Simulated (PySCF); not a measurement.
# Computed properties of Sn(Me)4 (C₄H₁₂Sn), SMILES [CH3][Sn]([CH3])([CH3])[CH3]

C₄H₁₂Sn, SMILES [CH3][Sn]([CH3])([CH3])[CH3]. Geometry optimised at B3LYP-D3(BJ)/def2-SVP. The isomer is the one that the SMILES or the coordinates give; other isomers of the formula were not compared. The def2 effective core potentials stand for the cores of Sn; spin–orbit coupling is left out. Other conformers were not sampled. All values are computed for the isolated molecule unless a solvent is named; none is compared with measurement here.

**Structure.** The optimised structure has Td symmetry. All 45 harmonic modes at B3LYP-D3(BJ)/def2-SVP (PySCF) are real, so it is a minimum. With heavy atoms numbered as in [CH3:1][Sn:2]([CH3:3])([CH3:4])[CH3:5], the shortest bond between them is Sn2–C4 at 2.175 Å and the longest Sn2–C5 at 2.175 Å.

**Vibrations.** The strongest infrared lines (harmonic, unscaled, degenerate partners summed) lie at 777 cm⁻¹ (304 km/mol, H 79 %, C 19 %), 514 cm⁻¹ (91 km/mol, C 68 %, H 19 %, Sn 14 %), 3140 cm⁻¹ (61 km/mol, H 91 %, C 9 %). The softest mode is at 83 cm⁻¹ and the zero-point energy is 89.4 kcal/mol.

**Electronic structure.** M06-2X/def2-TZVP (PySCF) places the frontier levels at -8.74 and 1.18 eV, a gap of 9.92 eV, and gives a dipole moment of 0.00 D and a mean polarisability of 90.5 bohr³.

**Excitations.** TDA-M06-2X/def2-SVPD (PySCF) has S1 at 6.88 eV (180 nm, f = 0.316, bright); the most intense of the 6 singlets computed lies at 6.88 eV (f = 0.32). Strengths of degenerate partners are summed. T1 (TDA) is at 6.57 eV, 0.31 eV under S1. No vertical singlet excitation falls in the visible range (under 3.1 eV).
